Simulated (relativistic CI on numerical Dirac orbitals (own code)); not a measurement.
**Zr⁺: resonant inelastic scattering at the M2,3 edge**

Computed with this model: Dirac-Coulomb-Breit CI, KLI orbitals optimised for each configuration, model QED (radiative potential, 1s self-energy scaled to tabulated hydrogen-like ionisation energies), valence Slater integrals scaled by 0.7, Kramers-Heisenberg scattering through one core-hole configuration in a parametric crystal field; configurations [Kr] 4d3 → [Ne] 3s2 3p5 3d10 4s2 4p6 4d4; 10 K; core-hole width 3 eV; summed over polarisations. Incident energies are the highest absorption maxima for each field (at most a few, so the weaker spin-orbit partner edge can be absent), on the computed scale of the free ion. Intensities are in per cent of the strongest line above 0.02 eV; levels within 1 cm⁻¹ are merged; final levels count from the ground level, the first row holds all elastic scattering, lines under 0.4 are left out and each table stops after 24 rows. The scale of the Slater integrals is a model choice and moves the terms in proportion. The configuration is assumed, with all valence electrons in the open shell; the free ion's ground configuration is another.

Field parameters in Wybourne normalisation: Oh B⁴₀ = 21Dq, B⁴₄ = √(5/14) B⁴₀. The field is a parameter set, without covalency.

S is read from ⟨S²⟩ = S(S + 1).

Oh, 10Dq = 16550 cm⁻¹:

```tsv
Final level (eV)	Degeneracy	Irrep	S	334 eV	347.8 eV
0.000	4	Γ8	1.50	1877.2	336.2
0.948	4	Γ8	0.50	15.0	15.6
0.984	4	Γ8	0.50	20.4	13.5
0.991	2	Γ6	0.50	17.7	12.1
1.502	4	Γ8	0.50	46.9	26.8
1.516	2	Γ7	0.50	29.0	18.7
2.040	2	Γ7	1.50	40.3	8.2
2.048	4	Γ8	1.50	100.0	31.7
2.061	4	Γ8	1.50	83.5	15.8
2.062	2	Γ6	1.50	42.8	10.8
2.585	2	Γ6	1.49	48.9	2.9
2.590	4	Γ8	1.50	62.5	8.8
2.594	2	Γ7	1.50	12.0	12.8
2.595	4	Γ8	1.50	23.6	26.5
2.821	2	Γ6	0.52	0.5	0.1
2.984	2	Γ7	0.50	2.3	2.3
2.988	2	Γ6	0.50	1.6	1.6
2.988	4	Γ8	0.50	8.8	7.9
3.012	4	Γ8	0.50	2.3	2.2
3.377	2	Γ6	0.50	6.1	6.0
3.381	4	Γ8	0.50	11.0	10.7
3.666	2	Γ7	0.50	1.1	1.0
3.684	4	Γ8	0.50	1.4	1.2
4.297	4	Γ8	1.50	0.4	1.0
```

Oh, 10Dq = 9750 cm⁻¹:

| Final level (eV) | Degeneracy | Irrep | S | 333.9 eV | 347.7 eV |
| --- | --- | --- | --- | --- | --- |
| 0.000 | 4 | Γ8 | 1.50 | 2290.5 | 383.1 |
| 0.924 | 4 | Γ8 | 0.52 | 11.7 | 21.2 |
| 0.969 | 4 | Γ8 | 0.51 | 16.8 | 16.4 |
| 0.979 | 2 | Γ6 | 0.51 | 14.7 | 14.8 |
| 1.196 | 2 | Γ7 | 1.50 | 35.5 | 9.0 |
| 1.204 | 4 | Γ8 | 1.49 | 100.0 | 36.8 |
| 1.221 | 2 | Γ6 | 1.49 | 40.3 | 9.8 |
| 1.222 | 4 | Γ8 | 1.49 | 80.4 | 13.0 |
| 1.410 | 4 | Γ8 | 0.52 | 40.0 | 27.5 |
| 1.424 | 2 | Γ7 | 0.53 | 25.8 | 21.6 |
| 1.700 | 4 | Γ8 | 1.49 | 23.8 | 23.1 |
| 1.701 | 2 | Γ7 | 1.49 | 12.9 | 10.1 |
| 1.704 | 2 | Γ6 | 1.49 | 52.6 | 2.6 |
| 1.706 | 4 | Γ8 | 1.50 | 64.8 | 7.6 |
| 1.979 | 2 | Γ6 | 0.52 | 0.8 | 0.1 |
| 2.127 | 2 | Γ7 | 0.50 | 4.1 | 3.6 |
| 2.132 | 4 | Γ8 | 0.50 | 11.9 | 8.9 |
| 2.143 | 2 | Γ6 | 0.50 | 1.9 | 1.6 |
| 2.169 | 4 | Γ8 | 0.51 | 3.1 | 2.3 |
| 2.498 | 2 | Γ6 | 0.52 | 8.2 | 7.5 |
| 2.502 | 4 | Γ8 | 0.55 | 13.7 | 13.6 |
| 2.663 | 2 | Γ7 | 1.49 | 1.0 | 2.2 |
| 2.666 | 4 | Γ8 | 1.49 | 1.7 | 3.5 |
| 2.680 | 4 | Γ8 | 1.47 | 7.6 | 0.8 |

For the first field the strongest loss at the lowest incident energy is the level at 2.05 eV (S = 1.50, against 1.50 in the thermal ground state). Levels of other spin, the first over 8 % at 0.95 eV, appear because spin-orbit coupling of the core hole, and in heavier ions of the valence shell too, mixes spins.
